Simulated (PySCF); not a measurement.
## Spinor energies of Pb²⁺ (lead, charge +2)

Start: [Xe] 4f14 5d10 6s2. Calculated with PySCF 2.14 in x2c-SVPall-2c with one added diffuse shell each of s, p type (8s12p7d2f, 93 functions): generalised Hartree-Fock with the X2C-1e Hamiltonian and a Gaussian nucleus; one run each with spin-orbit coupling (SO) switched off, then screened by Boettger's factors. This is a chosen level, not necessarily the ground level.

```csv
spinor shell,electrons,"ε, spin-free (eV)","ε, screened SO (eV)",weight of nominal j (screened SO),"rms radius, screened SO (bohr)"
1s1/2,2,-88520.0,-88481.0,1.000,0.0181
2s1/2,2,-16006.1,-15993.6,1.000,0.0730
2p1/2,2,-13752.6,-15337.1,1.000,0.0617
2p3/2,4,-13752.6,-13141.9,1.000,0.0700
3s1/2,2,-3928.7,-3924.5,1.000,0.186
3p1/2,2,-3272.7,-3628.9,1.000,0.178
3p3/2,4,-3272.7,-3132.1,1.000,0.195
3d3/2,4,-2589.9,-2650.3,1.000,0.171
3d5/2,6,-2589.9,-2545.8,1.000,0.175
4s1/2,2,-942.31,-940.96,1.000,0.408
4p1/2,2,-723.58,-811.60,1.000,0.412
4p3/2,4,-723.58,-688.51,1.000,0.446
4d3/2,4,-464.06,-477.03,1.000,0.459
4d5/2,6,-464.06,-454.16,1.000,0.464
5s1/2,2,-184.13,-183.93,1.000,0.916
4f5/2,6,-176.16,-178.30,1.000,0.495
4f7/2,8,-176.16,-173.41,1.000,0.496
5p1/2,2,-121.03,-137.54,1.000,0.982
5p3/2,4,-121.03,-114.61,1.000,1.07
5d3/2,4,-46.108,-47.577,1.000,1.36
5d5/2,6,-46.108,-45.008,1.000,1.39
6s1/2,2,-30.154,-30.180,1.000,2.37
```

| quantity | spin-free | screened SO |
| --- | --- | --- |
| E (hartree) | -20863.73766 | -20901.42101 |
| M_J | 0 | 0 |
| ⟨J²⟩ | 0.000 | 0.000 |
| ⟨L²⟩ | 0.000 | 0.190 |
| ⟨S²⟩ | 0.000 | 0.190 |

Breit and QED terms are absent; they matter most for the inner s and p1/2 levels.

Densities and radii are taken from the X2C orbitals without a picture-change correction, which distorts them close to the nucleus.

Without spin-orbit coupling the j labels of p, d and f shells carry no meaning; the spin-free column gives the mean over the occupied spinors of each nl shell.
